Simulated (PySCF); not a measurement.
PySCF job for F₃Ge, SMILES [F][Ge]([F])[F] (connectivity only; charge and spin as stated), charge +1, multiplicity 1, C-PCM-ωB97X/def2-SVP. Coordinates come from a B3LYP-D3(BJ)/def2-SVP optimisation. The multiplicity is an assumed one; other spin states were not compared. The isomer is the one that the SMILES or the coordinates give; other isomers of the formula were not compared.

```python
import numpy as np
from pyscf import gto, scf, dft
from pyscf.solvent import pcm

mol = gto.M(
    atom='''
    F     1.66867696    0.00000000    0.00000000
    Ge    0.00000000   -0.00000000    0.00000000
    F    -0.83433848    1.44511664    0.00000000
    F    -0.83433848   -1.44511663    0.00000000
    ''',
    basis='def2-SVP',
    charge=1,
    spin=0,
    max_memory=1600,
    verbose=3,
)
mf = dft.RKS(mol, xc='wb97x').density_fit(auxbasis='def2-universal-jkfit')
mf.grids.level = 3
mf.conv_tol = 1e-9
mf.max_cycle = 100
mf.kernel()
res = {}
for name, eps in {'water': 78.355, 'n-hexane': 1.8819, 'dimethylsulfoxide': 46.826}.items():
    s = mf.PCM()
    s.with_solvent.method, s.with_solvent.eps, s.with_solvent.lebedev_order = 'C-PCM', eps, 29
    s.kernel(mf.make_rdm1())
    res[name] = (s.e_tot, eps, s.dip_moment(), s.mo_energy, s.converged)
    print(f'{name}: electrostatic solvation free energy {(s.e_tot - mf.e_tot) * 627.509474:.3f} kcal/mol')
```

Log of the run:

```
converged SCF energy = -2375.70346439453

WARN: PCM is an experimental feature. It is still in testing.
Features and APIs may be changed in the future.

converged SCF energy = -2375.80938726307

WARN: System has nonzero charge 1; the dipole moment is origin-dependent.
Location of origin: [0. 0. 0.]

Dipole moment(X, Y, Z, Debye):  0.00007, -0.00000, -0.00000
water: electrostatic solvation free energy -66.468 kcal/mol

WARN: PCM is an experimental feature. It is still in testing.
Features and APIs may be changed in the future.

converged SCF energy = -2375.75358714637

WARN: System has nonzero charge 1; the dipole moment is origin-dependent.
Location of origin: [0. 0. 0.]

Dipole moment(X, Y, Z, Debye):  0.00006, -0.00000, -0.00000
n-hexane: electrostatic solvation free energy -31.453 kcal/mol

WARN: PCM is an experimental feature. It is still in testing.
Features and APIs may be changed in the future.

converged SCF energy = -2375.80845971761

WARN: System has nonzero charge 1; the dipole moment is origin-dependent.
Location of origin: [0. 0. 0.]

Dipole moment(X, Y, Z, Debye):  0.00007, -0.00000, -0.00000
dimethylsulfoxide: electrostatic solvation free energy -65.886 kcal/mol
```

Self-consistency was reached.

Cost: about 27 core-seconds (a rough figure).
